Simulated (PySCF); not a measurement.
Series nitrenes, diatomics and small unsaturated species, computed as singlets and as triplets. Gas-phase values, no solvent. One relaxed conformer stands for each flexible species; it need not be the lowest. Strings in code marks are SMILES.

These are PBE-D3(BJ)/def2-TZVP // B3LYP-D3(BJ)/def2-TZVP in PySCF values and carry that method's errors. 

```json
[
 {"species": "multiplicity 3 (`[C]=C=S` (lower triplet))", "dipole moment (D)": "3.13", "highest occupied spin orbital (eV)": "-6.86"},
 {"species": "multiplicity 3 (`B=B` (lower triplet))", "dipole moment (D)": "0.00", "highest occupied spin orbital (eV)": "-5.75"},
 {"species": "multiplicity 3 (`BN` (excited triplet))", "dipole moment (D)": "–", "highest occupied spin orbital (eV)": "-3.59"},
 {"species": "multiplicity 3 (`[SiH+]` (excited triplet))", "dipole moment (D)": "–", "highest occupied spin orbital (eV)": "___"}
]
```

Q: Some entries are withheld; supply them.

A: 
- multiplicity 3 (`[SiH+]` (excited triplet)), highest occupied spin orbital (eV): -12.26
